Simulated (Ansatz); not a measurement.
`C=CBCl` + H₂Se → `C=CB[SeH]` + HCl at 400 K and 1 bar (ligand exchange at a B–Cl bond).

Gas-phase electronic energies from Ansatz, PBE0-D4/def2-TZVP geometries. CCSD(T)/CBS adds triple-zeta CCSD(T) − MP2 to the extrapolated MP2 energy (def2 sets, frozen cores). This one scheme is used for every species. For Se outer-core shells are correlated without core-valence functions, which leaves a few kJ/mol of doubt a bond. Scalar relativity is left out up to krypton. One conformer a species, not always the lowest.

| species | CCSD(T)/CBS energy (Eh) | H − E (kJ/mol) | S (J/(mol·K)) |
| --- | --- | --- | --- |
| `C=CBCl` | -563.09944 | 171.9 | 321.6 |
| H₂Se | -2401.89790 | 49.4 | 229.5 |
| `C=CB[SeH]` | -2504.61289 | 194.2 | 343.7 |
| HCl | -460.38127 | 29.6 | 195.4 |

H − E and S are ideal-gas, rigid-rotor, harmonic terms from PBE0-D4/def2-TZVP, for one conformer and one mirror image of each species. 1 Eh = 2625.50 kJ/mol, R = 8.31446 J/(mol·K).

Problem. By hand: ΔE, ΔH, ΔS and ΔG.

Solution. ΔE = (-2504.61289) + (-460.38127) − (-563.09944) − (-2401.89790) = 0.00318 Eh = 8.3 kJ/mol. Δ(H − E) = 194.2 + 29.6 − 171.9 − 49.4 = 2.5, so ΔH = 10.8 kJ/mol. ΔS = 343.7 + 195.4 − 321.6 − 229.5 = -12.0 J/(mol·K). ΔG = 10.8 − 400 × (-12.0)/1000 = 15.6 kJ/mol.

Problem. By hand: the equilibrium constant, and the temperature at which ΔG would vanish if ΔH and ΔS stayed fixed.

Solution. log₁₀ K = −ΔG/(RT ln 10) = -2.0. ΔH and −TΔS have one sign here, so there is no such temperature.

TΔS isn't small against ΔH here. A doubt of 5 kJ/mol in ΔE shifts log₁₀ K by 0.7 here. Other conformers and mirror images would add mixing entropy, several J/(mol·K) or more a flexible species. These are equilibria of isolated gas molecules and say nothing of rates. Largest T1 diagnostic: 0.013 (customary marks: 0.02 for closed shells, 0.045 for open ones).

ΔS is within the doubt of such terms, so its sign, and with it that verdict, could turn.
